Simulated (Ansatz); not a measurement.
Input file:

```yaml
crystal:
  periodic: [false, false, false]
  atoms:
    - { symbol: Si, position_ang: [-0.002405, -0.012453, -0.147258] }
    - { symbol: C, position_ang: [-0.058466, 0.217662, 1.732166] }
    - { symbol: H, position_ang: [-1.092025, 0.205053, 2.11599] }
    - { symbol: H, position_ang: [0.495513, -0.590881, 2.23847] }
    - { symbol: H, position_ang: [0.400369, 1.174481, 2.032372] }
    - { symbol: H, position_ang: [1.397777, 0.053977, -0.552206] }
    - { symbol: "N", position_ang: [-0.805486, 1.322189, -1.058009] }
    - { symbol: C, position_ang: [-2.280055, 1.439753, -0.778207] }
    - { symbol: H, position_ang: [-2.770611, 0.463969, -0.975748] }
    - { symbol: H, position_ang: [-2.534553, 1.748052, 0.267625] }
    - { symbol: H, position_ang: [-2.72446, 2.195449, -1.461747] }
    - { symbol: C, position_ang: [-0.158419, 2.660504, -0.816267] }
    - { symbol: H, position_ang: [-0.602063, 3.412287, -1.504962] }
    - { symbol: H, position_ang: [-0.275614, 3.054331, 0.225167] }
    - { symbol: H, position_ang: [0.926874, 2.585221, -1.035138] }
    - { symbol: Si, position_ang: [-0.945467, -1.977271, -0.751552] }
    - { symbol: H, position_ang: [-2.279259, -2.126367, -0.186733] }
    - { symbol: H, position_ang: [-1.055046, -2.098715, -2.197654] }
    - { symbol: H, position_ang: [-0.141702, -3.09194, -0.269709] }
basis:
  gaussian: { orbitals: STO-3G }
hamiltonian:
  xc: pbe
  dispersion: d4
md:
  timestep: 0.5
  n_steps: 100
  ensemble: nvt_langevin
  temperature: 2000.0
  initial_velocities: maxwell_boltzmann
  seed: 81347
  friction: 0.005
```

Run as:

```bash
$ ansatz run input.yaml --threads 1 --pin off --max-ram 2048MiB --backend cpu --events-out ev --progress --plain --runs-dir out
```

Hardware: 1 thread of Arm Neoverse V2, on a shared host.

Problem. Roughly how long does this run take, and how much memory?

Solution. 7.2 min, with a peak of 0.11 GiB, for 101 ionic steps.
